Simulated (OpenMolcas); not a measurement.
**Se+: effect of the basis set**

* Program: OpenMolcas
* Method: CASSCF
* Active space: 5 electrons in 4 orbitals (4s 4p)
* State averaging: 2S+1 = 4 odd, 1 root; 2S+1 = 2 odd, 8 roots; 2S+1 = 4 even, 3 roots; 2S+1 = 2 even, 9 roots
* Spin-orbit coupling: RASSI with atomic mean-field integrals over the reference wave functions, term energies averaged over their components

A. ANO-RCC-VDZP [5s4p2d], DKH2, point nucleus; cost roughly 6 core-seconds
B. ANO-R1 [5s4p3d1f], X2C, finite nucleus; cost roughly 7 core-seconds
C. ANO-RCC-VTZP [6s5p3d1f], DKH2, point nucleus; cost roughly 11 core-seconds
D. ANO-RCC-VQZP [7s6p4d2f1g], DKH2, point nucleus; cost about 12 core-seconds
E. ANO-R2 [6s6p4d3f1g], X2C, finite nucleus; cost about 13 core-seconds
F. ANO-R3 [7s6p5d4f2g], X2C, finite nucleus; cost roughly 16 core-seconds

Energies in cm-1 above 4s2 4p3 4S* 3/2, the measured ground level; measured values from NIST Handbook of Basic Atomic Spectroscopic Data.

```csv
Level,A,B,C,D,E,F,Measured
4s2 4p3 4S* 3/2,0.0,0.0,0.0,0.0,0.0,0.0,0.0
4s2 4p3 2D* 3/2,17238,17164,17257,17295,17300,17297,13168
4s2 4p3 2D* 5/2,17859,17791,17868,17905,17918,17915,13784
4s2 4p3 2P* 1/2,25001,24906,25017,25054,25075,25069,23038
4s2 4p3 2P* 3/2,25721,25637,25725,25758,25790,25784,23895
4s 4p4 4P 5/2,88992,89011,88989,89010,89097,89040,83877
4s 4p4 4P 3/2,90721,90776,90720,90732,90832,90774,85580
4s 4p4 4P 1/2,91645,91719,91647,91653,91759,91701,86438
4s 4p4 2D 3/2,124322,124379,124364,124399,124471,124433,
4s 4p4 2D 5/2,124419,124478,124460,124496,124569,124531,
4s 4p4 2S 1/2,141774,141835,141824,141842,141919,141877,
4s 4p4 2P 3/2,156417,156604,156423,156462,156511,156494,
4s 4p4 2P 1/2,158507,158705,158499,158545,158615,158596,
```

Deviations, from unrounded energies. A percentage is the sum of absolute deviations over the sum of measured energies, with the sign that they share, or ± where signs differ.

```csv
Against measurement,Levels,A,B,C,D,E,F
mean absolute deviation (cm-1),7,3900,3900,3900,3900,4000,4000
other terms of the ground configuration (%),4,+16.2,+15.7,+16.2,+16.4,+16.5,+16.5
other configurations (%),3,+6.0,+6.1,+6.0,+6.1,+6.2,+6.1
```

A, B, C, D, E, F lie about equally close to measurement. The largest miss of B in the table is 4s 4p4 4P 1/2, by +5300 cm-1. The ranking rests on the paired levels alone, and a cruder setting can come out closer through cancelling errors.

Among A to F the level of the table that moves most is 4s 4p4 2P 1/2, by 210 cm-1 (lowest in C, highest in B).

Without dynamic correlation excited terms often stand tens of per cent too high (terms of higher spin than the ground term too low), and those without a measured partner can miss by more than the paired ones. Terms of s pⁿ other than that of highest spin mix with s² pⁿ⁻² d, which this space lacks; all of them can be thousands of cm-1 off, and some have no real level of that name. Computed and measured levels are paired by configuration, term and J; levels that our copy of the source lacks, or whose pairing is in doubt (as where it misses far off the trend of its configuration), stay unpaired and out of the deviations. Only configurations of the active space appear.

* marks odd parity.
